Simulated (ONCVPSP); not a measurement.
**What one change does to a pseudopotential (chlorine, ONCV)**

```json
{
  "Element": "chlorine",
  "Generator": "ONCVPSP 4.0.1",
  "Type": "optimised norm-conserving Vanderbilt (ONCV)",
  "Functional": "PBEsol",
  "Relativity": "non-relativistic",
  "Frozen core": "[He]",
  "Valence charge": "15",
  "Reference configuration": "2s2 2p6 3s1 3p6",
  "Partial waves": "2s+3s: rc 0.60 bohr, ncon 4, nbas 7, qcut 21.4 1/bohr, 3 projectors, debl 1.6 Ha; 2p+3p: rc 0.65 bohr, ncon 4, nbas 8, qcut 17.3 1/bohr, 2 projectors; d scattering state at 0.13 Ha: rc 0.70 bohr, ncon 4, nbas 8, qcut 14.9 1/bohr, 2 projectors, debl 3.8 Ha",
  "Local potential": "polynomial inside 0.50 bohr (lpopt 5, dvloc0 0 Ha)",
  "Core correction": "polynomial model core, fcfact 0.65"
}
```

Change: s: qcut 14.3; p: qcut 11.6; d: qcut 10.

Cutoffs: the cutoffs (Ha) at which the residual kinetic energy of the hardest occupied pseudo-wave falls to 1 and 0.1 mHa per electron; they do not see the model core or the augmentation charge, which bear on the density cutoff. Errors are all-electron minus pseudo energies relative to the spin-unpolarised reference configuration.

Question: Predict the effect on cutoff, ghosts and configuration errors.

Answer: The potential gets harder (161 Ha and 468 Ha → 522 Ha and 799 Ha); a bound ghost appears in s, which as a rule spoils a file; of the 4 tests that both files solve, the error grows in 2 and shrinks in 1 by more than 15 % and 0.3 meV (median size 4.0 → 4.4 meV).

```tsv
quantity	base	changed
cutoff, loose	161 Ha	522 Ha
cutoff, tight	468 Ha	799 Ha
loose cutoff by channel	s 159 Ha, p 161 Ha	s 148 Ha, p 522 Ha
bound ghosts	none	s
GHOST(+) flags under 300 eV	none	none
error for 2s2 2p6 3s2 3p5, meV [ΔE -11.93 eV]	+0.4	-0.6
error for 2s2 2p6 3s2 3p4, meV [ΔE 1.92 eV]	+1.9	+1.4
error for 2s2 2p6 3s2 3p3, meV [ΔE 27.33 eV]	+6.0	+7.4
error for 2s2 2p6 3s2 3p1, meV [ΔE 117.78 eV]	+34	+50
s: phases at 0.61 bohr within 0.05 rad from the reference energy up to (Ha; the scan ends near 5)	to the end of the scan	to the end of the scan
p: phases at 0.66 bohr within 0.05 rad from the reference energy up to (Ha; the scan ends near 5)	to the end of the scan	to the end of the scan
d: phases at 0.71 bohr within 0.05 rad from the reference energy up to (Ha; the scan ends near 5)	to the end of the scan	to the end of the scan
rms error of d²Exc/dni dnj with the model core, mHa	2.56	2.39
```

 A true bound ghost makes a file unfit for plane-wave use even where its test errors are small: the radial tests pick states by their node count and pass the ghost by.
